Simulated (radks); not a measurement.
Trend from Mg+ to Ar+: ionisation energy by Delta-SCF between NIST ground configurations, and size. Method: non-relativistic Kohn-Sham, PBE, spin-polarised, spherical densities, point nucleus; open shells are filled with parallel spins first; computed with a radial shooting solver on a logarithmic mesh with Libxc functionals.

species  configuration  IE (eV)  NIST (eV)       kind  outermost  <r> outermost (bohr)  r at 0.001 e/bohr^3 (bohr)
Mg+           [Ne] 3s1   15.337     15.035       exp.         3s                  2.77                        3.79
Al+           [Ne] 3s2   18.760     18.829       exp.         3s                  2.38                        3.89
Si+       [Ne] 3s2 3p1   16.278     16.346       exp.         3p                  2.44                        3.92
P+        [Ne] 3s2 3p2   19.879     19.769  semi-emp.         3p                  2.12                        3.82
S+        [Ne] 3s2 3p3   23.380     23.338       exp.         3p                  1.87                        3.68
Cl+       [Ne] 3s2 3p4   23.642     23.814       exp.         3p                  1.73                        3.56
Ar+       [Ne] 3s2 3p5   27.702     27.630       exp.         3p                  1.56                        3.44

Reference values: NIST Atomic Spectra Database (exp. = measured, semi-emp. = semi-empirical, theory = theoretical value adopted there). Open shells are spherical and high-spin; term and fine-structure splittings are not resolved.
